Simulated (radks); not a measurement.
Values are calculated unless marked as measured or tabulated.
Trend from Lu+ to Hg+: ionisation energy by Delta-SCF between NIST ground configurations, and size. Code: a radial shooting solver on a logarithmic mesh with Libxc functionals. Model: Dirac Kohn-Sham, PBE, spin-unpolarised, spherical densities, point nucleus; open shells fill j = l - 1/2 first.

| species | configuration | IE (eV) | NIST (eV) | kind | -e(HOMO) (eV) |
|---|---|---|---|---|---|
| Lu+ | [Xe] 4f14 6s2 | 14.269 | 14.13 | semi-emp. | 11.046 (6s1/2) |
| Hf+ | [Xe] 4f14 5d1 6s2 | 15.309 | 14.61 | theory | 10.938 (5d3/2) |
| Ta+ | [Xe] 4f14 5d3 6s1 | 14.862 | 16.2 | semi-emp. | 10.656 (5d3/2) |
| W+ | [Xe] 4f14 5d4 6s1 | 15.542 | 16.4 | semi-emp. | 11.906 (5d3/2) |
| Re+ | [Xe] 4f14 5d5 6s1 | 16.214 | 16.6 | semi-emp. | 12.341 (5d5/2) |
| Os+ | [Xe] 4f14 5d6 6s1 | 16.834 | 17 | semi-emp. | 13.064 (6s1/2) |
| Ir+ | [Xe] 4f14 5d7 6s1 | 17.412 | 17.0 | semi-emp. | 13.512 (6s1/2) |
| Pt+ | [Xe] 4f14 5d9 | 19.328 | 18.6 | exp. | 13.730 (5d5/2) |
| Au+ | [Xe] 4f14 5d10 | 20.547 | 20.20 | exp. | 14.731 (5d5/2) |
| Hg+ | [Xe] 4f14 5d10 6s1 | 18.985 | 18.757 | exp. | 14.719 (6s1/2) |

Reference values: NIST Atomic Spectra Database (exp. = measured, semi-emp. = semi-empirical, theory = theoretical value adopted there). Spin polarisation and multiplet splitting are left out, so open shells lie too high by an amount that depends on their filling.

Beside tabulated values, note that spin-unpolarised runs miss the spin-polarisation part of the exchange energy of open shells.
